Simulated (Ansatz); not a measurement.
```yaml
atoms:
  - { symbol: C, position_ang: [0.0261, 0.0086, -0.6816] }
  - { symbol: C, position_ang: [0.0386, -0.0100, 0.7535] }
  - { symbol: H, position_ang: [-0.0206, -0.9539, -1.2624] }
  - { symbol: H, position_ang: [-0.0159, 0.9232, -1.2561] }
  - { symbol: H, position_ang: [-0.9154, -0.0433, 1.2846] }
  - { symbol: H, position_ang: [0.9649, -0.0379, 1.2993] }
```

Basis set: 6-31G (spherical functions). Frozen core: 2 orbitals. Charge 0, multiplicity 3.

Computed with Ansatz (development build ahead of 0.2.0); each method stands on the lowest determinant of its kind that the runs found.

(1) Give the atomization energy at this shape (free ground-state atoms in the same class of orbitals less the molecule, no zero-point energy) of triplet C₂H₄ by UHF-MP2, UHF.

Answers

(1)

```tsv
method	atomization energy
UHF-MP2	428.12 kcal/mol
UHF	368.09 kcal/mol
```

Caution: another spin multiplicity may lie lower.

This basis has no polarisation functions and is too small for such energies, which can lie far from measured ones in either direction.
